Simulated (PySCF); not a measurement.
Isomers C5H8F3NSi:

A. SMILES C=C/N=C\[C@@H]([SiH3])C(F)(F)F
B. `CN([SiH3])CC#CC(F)(F)F`
C. `C(/C(=C)[SiH3])=N/CC(F)(F)F`

Spectrum 1. 1H NMR (300 MHz, computed): δ 8.66 (s, 1H), 6.20 (br s, 1H), 5.87 (br s, 1H), 4.52 (m, 2H), 4.26 (s, 3H). 13C{1H} NMR (computed): δ 177.6 (CH), 150.6 (C), 138.7 (CH2), 133.1 (C), 57.3 (CH2).

Spectrum 2. 1H NMR (300 MHz, computed): δ 4.65 (s, 3H), 3.78 (s, 2H), 2.76 (s, 3H). 13C{1H} NMR (computed): δ 124.0 (C), 94.4 (C), 78.1 (C), 44.8 (CH2), 39.7 (CH3).

Spectrum 3. 1H NMR (300 MHz, computed): δ 7.63 (m, 1H), 7.36 (m, 1H), 4.43 (m, 1H), 4.34 (m, 1H), 4.11 (d, 3H), 3.71 (m, 1H). 13C{1H} NMR (computed): δ 155.2 (CH), 149.5 (CH), 136.3 (C), 98.2 (CH2), 36.5 (CH).

PySCF 2.14.0 with density-fitted response routines calculation with geometry from GFN2-xTB and NMR shieldings at PBE0/pcSseg-1/GIAO; non-relativistic, one computed conformer, one averaged value for each set of equivalent atoms, no solvent.

References, each an isolated molecule treated in the same way: 1H and 13C against TMS. Splittings of carbon signals by F and P are missing where no couplings were computed. Where no couplings were computed, multiplicities follow the n + 1 count of equivalent neighbours, and m marks all less simple cases (inequivalent or close neighbours, rings, F or P nearby). Shifts are as computed. Against solution values, carbons near 30 ppm lie about +3 ppm off and those near 130 ppm about +5 ppm. Of 1211 compounds with measured shifts, 218 miss one by over three times the rms of a fit or turn the order of signals round; such compounds aren't used in these exercises.

Problem. Match each spectrum to its structure.

Solution. 1–C, 2–B, 3–A.

- Spectrum 1 (C): 5 13C signals; δC 150.6 is a fully substituted alkene carbon; δC 138.7 is a terminal =CH2 carbon.
- Spectrum 2 (B): 5 13C signals; δC 124.0 is a CF3 carbon; δC 94.4 is an alkyne carbon.
- Spectrum 3 (A): 5 13C signals; δC 149.5 is an alkene CH; δC 136.3 is a CF3 carbon.
